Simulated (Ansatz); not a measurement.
`C[CH2][SbH][SiH3]` + H₂ → `C[CH2][SbH2]` + SiH₄  (hydrogenolysis of the Sb–Si bond)

Calculated with Ansatz (gas phase, PBE0-D4/def2-TZVP geometries, no zero-point term in ΔE). CCSD(T)/CBS is the MP2 limit (def2-TZVPP, def2-QZVPP) plus CCSD(T) − MP2 in def2-TZVPP, frozen cores. This one scheme is used for every species. DFT in def2-TZVPP. B3LYP here is the variant with VWN-RPA as its local correlation; programs differ in this. def2 core potentials past Kr. For Sb outer-core shells are correlated without core-valence functions, which leaves a few kJ/mol of doubt a bond. Each species was taken in one conformer, which may not be the lowest.

`C[CH2][SbH][SiH3]`:

```xyz
13

C     1.952   -0.922    0.844
C     0.980   -0.068    0.049
Sb   -0.883    0.266    1.132
Si   -2.147    1.129   -0.932
H     2.892   -1.056    0.301
H     1.543   -1.916    1.041
H     2.193   -0.468    1.809
H     1.395    0.923   -0.149
H     0.738   -0.524   -0.912
H    -1.465   -1.320    0.851
H    -3.613    1.117   -0.683
H    -1.856    0.308   -2.140
H    -1.729    2.530   -1.209
```

H₂:

Z-matrix (Å, degrees):
```
H
H 1 0.746
```

`C[CH2][SbH2]`:

```xyz
10

C     1.043    0.227   -0.341
C    -0.369    0.739   -0.128
Sb   -1.768   -0.710    0.676
H     1.691    1.011   -0.748
H     1.060   -0.613   -1.039
H     1.487   -0.119    0.595
H    -0.812    1.091   -1.063
H    -0.387    1.584    0.566
H    -0.677   -1.260    1.876
H    -1.268   -1.949   -0.394
```

SiH₄:

Z-matrix (Å, degrees):
```
Si
H 1 1.485
H 1 1.485 2 109.5
H 1 1.485 2 109.5 3 -120.0
H 1 1.485 2 109.5 3 120.0
```

| level | ΔE (kJ/mol) |
| --- | --- |
| B3LYP-D4 | 10.7 |
| CCSD/def2-TZVPP | 1.2 |

(1) What does CCSD(T)/CBS give? (An estimate is asked.)

Largest T1 diagnostic among the species: 0.012.

Answers

(1) The calculation gave: +15.3 kJ/mol. The listed levels differ from it by -4.6, -14.1 kJ/mol.

From PBE to PBE0 (25 % exact exchange), in def2-TZVPP and without D4, ΔE moves by −3.6 kJ/mol. The D4 term adds +11.2 kJ/mol with B3LYP and +6.3 kJ/mol with PBE0; it sums over pairs of atoms, weighted by their polarisabilities, and B3LYP, whose exchange is more repulsive, gets the larger term.
